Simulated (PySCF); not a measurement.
Job file and geometry (Å, from GFN2-xTB) of an NMR shielding run on `CCO[C@]([SiH3])(C#N)C=O`, C₅H₉NO₂Si, PySCF, GIAO PBE0/pcSseg-1 NMR shielding, non-relativistic, gas phase; density fitting, a coarse starting grid and PySCF grid level 2 are the driver's defaults:

```
$ OMP_NUM_THREADS=1 python probes_run.py task.json out

{"job": {"kind": "nmr", "xc": "PBE0", "basis": "pcSseg-1"}, "charge": 0, "multiplicity": 1}
C      2.341527    -0.212639     0.207586
C      1.396665     0.158204    -0.928033
O      0.186852     0.750775    -0.474770
C     -0.716809    -0.056835     0.259794
Si    -2.197870     1.183306    -0.074038
C     -0.422910    -0.154180     1.656337
N     -0.204178    -0.218140     2.778976
C     -1.120004    -1.354439    -0.318332
O     -0.973491    -1.692251    -1.464787
H      1.926850    -1.015280     0.814940
H      3.288878    -0.546903    -0.206214
H      2.518028     0.648821     0.848217
H      1.180663    -0.717264    -1.550311
H      1.841502     0.934580    -1.555744
H     -1.668891     2.450023     0.407481
H     -2.382930     1.116763    -1.514486
H     -3.370255     0.734875     0.680702
H     -1.632385    -2.003098     0.421026
```

Problem. What does the program print?

Solution. 
```
coarse grid: 15872 points
cycle   1  E = -689.6664913202  dE =  1.300e+00  |g| = 9.917e-01  |ddm| = 3.873e+00
cycle   2  E = -688.8642909880  dE =  8.022e-01  |g| = 2.244e+00  |ddm| = 3.306e+00
cycle   3  E = -689.8558380246  dE = -9.915e-01  |g| = 2.046e-01  |ddm| = 2.607e+00
cycle   4  E = -689.8614841420  dE = -5.646e-03  |g| = 1.311e-01  |ddm| = 2.743e-01
cycle   5  E = -689.8644820002  dE = -2.998e-03  |g| = 4.319e-02  |ddm| = 1.235e-01
cycle   6  E = -689.8648415484  dE = -3.595e-04  |g| = 1.341e-02  |ddm| = 3.907e-02
cycle   7  E = -689.8648739002  dE = -3.235e-05  |g| = 4.729e-03  |ddm| = 1.171e-02
cycle   8  E = -689.8648781536  dE = -4.253e-06  |g| = 8.866e-04  |ddm| = 4.277e-03
final grid: 149728 points
cycle   9  E = -689.9378974813  dE = -1.750e-05  |g| = 1.492e-02  |ddm| = 3.284e-02
cycle  10  E = -689.9378012130  dE =  9.627e-05  |g| = 2.737e-02  |ddm| = 3.106e-02
cycle  11  E = -689.9379367551  dE = -1.355e-04  |g| = 3.209e-03  |ddm| = 2.237e-02
cycle  12  E = -689.9379387319  dE = -1.977e-06  |g| = 6.360e-04  |ddm| = 2.659e-03
cycle  13  E = -689.9379388005  dE = -6.861e-08  |g| = 2.798e-04  |ddm| = 7.265e-04
cycle  14  E = -689.9379388160  dE = -1.551e-08  |g| = 9.882e-05  |ddm| = 2.443e-04
cycle  15  E = -689.9379388178  dE = -1.800e-09  |g| = 2.425e-05  |ddm| = 9.217e-05
cycle  16  E = -689.9379388179  dE = -1.201e-10  |g| = 3.881e-06  |ddm| = 2.708e-05
converged SCF energy = -689.9379388179

GIAO shielding tensors (ppm)
atom      isotropic    diamagn.    paramagn.     s11        s22        s33       span
  0 C      170.652     250.524     -79.872    154.262    174.742    182.951     28.689
  1 C      119.434     245.282    -125.848     80.331    107.862    170.108     89.777
  2 O      262.929     401.420    -138.491    247.596    264.231    276.959     29.363
  3 C      115.579     251.841    -136.262     80.887    108.674    157.175     76.288
  4 Si     386.513     879.193    -492.680    331.972    386.624    440.944    108.972
  5 C       64.282     262.701    -198.419    -55.024    -44.428    292.299    347.324
  6 N      -55.371     341.279    -396.651   -225.344   -180.010    239.241    464.585
  7 C      -11.904     247.982    -259.886   -107.747    -13.623     85.659    193.406
  8 O     -345.339     400.311    -745.649   -993.282   -427.468    384.735   1378.017
  9 H       29.851      32.312      -2.462     25.422     30.238     33.892      8.469
 10 H       30.793      28.553       2.240     26.678     27.608     38.093     11.414
 11 H       30.209      31.026      -0.817     26.625     28.432     35.570      8.945
 12 H       26.940      31.634      -4.694     21.333     28.160     31.328      9.995
 13 H       27.754      30.390      -2.636     22.349     27.397     33.515     11.166
 14 H       27.355      29.033      -1.678     24.155     26.389     31.521      7.367
 15 H       27.728      28.949      -1.221     23.963     26.837     32.385      8.423
 16 H       27.275      28.041      -0.767     23.745     25.449     32.630      8.885
 17 H       21.893      28.370      -6.478     20.068     20.787     24.823      4.755
```

Problem. Turn these shieldings into chemical shifts. Chemical shifts δ = σref − σ; TMS for 13C (σref 186.93) and 29Si (σref 349.16) and 1H (σref 31.72); 17O (σref 336.08) vs H2O; 15N (σref 267.73) vs NH3, all at this level.

Solution. Averaging equivalent atoms: C 7: 198.8; C 5: 122.6; C 3: 71.3; C 1: 67.5; C 0: 16.3; O 8: 681.4; O 2: 73.2; Si 4: -37.4; N 6: 323.1; H 17: 9.82; H 12: 4.78; H 14/15/16: 4.26; H 13: 3.96; H 9/10/11: 1.43 ppm. Unscaled 17O shifts of doubly bonded oxygen tend to come out too high, by tens of ppm or more. Experimental scales use liquid or dissolved standards, which lie at an offset from isolated NH3 (liquid NH3: subtract about 20 ppm) and H2O (liquid H2O: subtract about 36 ppm). Unscaled 15N shifts of sp2 nitrogen come out 20 to 40 ppm too high even then.

Size and cost of the density-fitted run: 205 basis functions, 78 s wall time on 1 thread of an Arm Neoverse V1, shared host; peak memory 0.9 GiB.
